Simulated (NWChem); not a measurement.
# Si$_{2}$H$_{3}$Cl$_{2}$F; SMILES [Si@H]([SiH2]Cl)(Cl)F

```xyz
8

F      1.8052    -0.8626    -0.4266
Si     0.4176    -0.7942     0.4097
Cl    -0.6760    -2.4905    -0.0172
Si    -0.8426     1.0307    -0.3333
Cl     0.1633     2.7728     0.1738
H      0.7601    -0.7952     1.8550
H     -1.0136     0.9693    -1.8120
H     -2.1763     1.0289     0.3326
```
Atoms are numbered in this order, from 1.

Computed with NWChem. All runs use the structure optimised with PBE0/def2-SVP. GIAO values for the isolated, static molecule; σ is the absolute isotropic shielding, δ = σ(reference) − σ with the isolated reference molecule computed at the same levels (19F: trichlorofluoromethane, 1H: tetramethylsilane, 29Si: tetramethylsilane).

**Question.** What does the run give for BHandHLYP/pcSseg-1? Quantities: δ F1 (ppm); δ Si2 (ppm); σ Cl3 (ppm); δ Si4 (ppm); σ Cl5 (ppm); δ H6 (ppm); δ H7 (ppm).

**Answer.** The δ F1 (ppm) is -156.6 and the δ Si2 (ppm) is 15.2. The σ Cl3 (ppm) is 904.8 and the δ Si4 (ppm) comes out as -29.5. The σ Cl5 (ppm) is 1055.6, the δ H6 (ppm) comes out as 5.56 and the δ H7 (ppm) is 4.88.
